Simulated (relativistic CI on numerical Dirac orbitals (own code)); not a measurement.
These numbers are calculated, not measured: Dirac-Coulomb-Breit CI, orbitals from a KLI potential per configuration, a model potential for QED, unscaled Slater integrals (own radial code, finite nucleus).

The strongest absorption lines from the ground level of an ion, among the configurations computed and to levels below about 2070 eV (vacuum wavelength in Å, gf): 6.0094 (0.25), 7.7328 (0.49), 7.7621 (0.27), 7.7795 (0.21), 7.8194 (0.091), 7.9357 (1.4), 87.805 (0.14), 96.582 (0.13).

Q: Which ion is it?
A. Ga26+
B. Cu24+
C. Ga28+
D. Ga24+

A: A. Ga26+ has 5 electrons and the ground level 2s2 2p 2P°_1/2; the strongest line goes to 2s2 3d 2D_3/2. The pattern of lines fixes the number of electrons, and along that sequence the line energies rise steadily with the charge (about as its square where n changes within one kind of shell, about linearly where n is kept but much faster in heavy ions where fine structure, which grows about as Z⁴, sets the gap, and irregularly where shells cross), which fixes Z. Configurations outside the model, such as inner-shell arrays, can give stronger lines. At this charge energies of transitions that change n are usually good to better than 1 %, and those within a shell (Δn = 0) to a few per cent.

LS names give the leading component of a level, which can be under half, so a name can repeat, a term be missing and a line seem to break the LS rules.
